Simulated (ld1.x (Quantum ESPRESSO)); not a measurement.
## Varying the TM potential for Mg

Base potential:

Mg, norm-conserving Troullier–Martins (Kleinman–Bylander form), made with ld1.x (Quantum ESPRESSO) 7.5 (PBE, scalar-relativistic). Core [He], reference 2s2 2p6 3s1 3p1. Waves: 2p (bound): rc 0.80 bohr; 2s (bound): rc 0.30 bohr. Local part: the s channel. Core correction: none.

Occupied shells without a wave of their own: 3p, 3s. They enter only through the test configuration that unscreens the potential.

All-electron outer shells of the reference configuration (PBE, scalar-relativistic, ld1.x):

```csv
shell,level (eV),outermost node (bohr),outermost maximum (bohr)
1s,-1261.77,–,0.09
2s,-81.92,0.18,0.54
2p,-48.68,–,0.48
3s,-5.67,0.90,2.50
3p,-2.07,0.95,3.33
```

Cutoffs, loose and tight: the cutoffs (Ry, on a coarse ladder) from which the occupation-weighted sum of valence levels, in a spherical-Bessel basis at the reference potential, stays within 10 and 1 mRy of its value at 400 Ry. They do not see the model core or the augmentation charge, which bear on the density cutoff. Test errors are all-electron minus pseudo excitation energies from the reference, over the configurations 2s2 2p6 3s2 3p0; 2s2 2p6 3s1 3p0; 2s2 2p6 3s0 3p0; 2s2 2p6 3s0 3p1; 2s2 2p6 3s1.5 3p0; 2s2 2p5 3s2 3p0; 2s1 2p6 3s2 3p0. A dash means not determined; rows that change the core or the reference have their own tests.

Cutoffs are not given where the Bessel-basis levels miss the radial ones by over 6 mRy, ghosts where they miss by over 20 mRy; a channel whose overlap is not positive is not tested.

| change | outcome | bound ghosts | largest test error (meV) |
| --- | --- | --- | --- |
| base | generated | not determined | +152 |
| wave 2p (bound): rc 0.80 bohr becomes 2p (bound): rc 0.54 bohr | generated | not determined | +160 |
| wave 2p (bound): rc 0.80 bohr becomes 2p (bound): rc 0.62 bohr | generated | not determined | +157 |
| wave 2p (bound): rc 0.80 bohr becomes 2p (bound): rc 0.72 bohr | generated | not determined | +148 |
| wave 2p (bound): rc 0.80 bohr becomes 2p (bound): rc 0.82 bohr | generated | not determined | +157 |
| wave 2p (bound): rc 0.80 bohr becomes 2p (bound): rc 1.08 bohr | generated | not determined | +284 |

Question: What comes out with this change to the base: wave 2p (bound): rc 0.80 bohr becomes 2p (bound): rc 1.00 bohr?

Answer: outcome: generated; bound ghosts: not determined; largest test error (meV): +233.

Question: What comes out with this change to the base: wave 2p (bound): rc 0.80 bohr becomes 2p (bound): rc 0.92 bohr?

Answer: outcome: generated; bound ghosts: not determined; largest test error (meV): +196.

Question: What comes out with this change to the base: wave 2p (bound): rc 0.80 bohr becomes 2p (bound): rc 1.22 bohr?

Answer: outcome: generated; bound ghosts: not determined; largest test error (meV): +414.
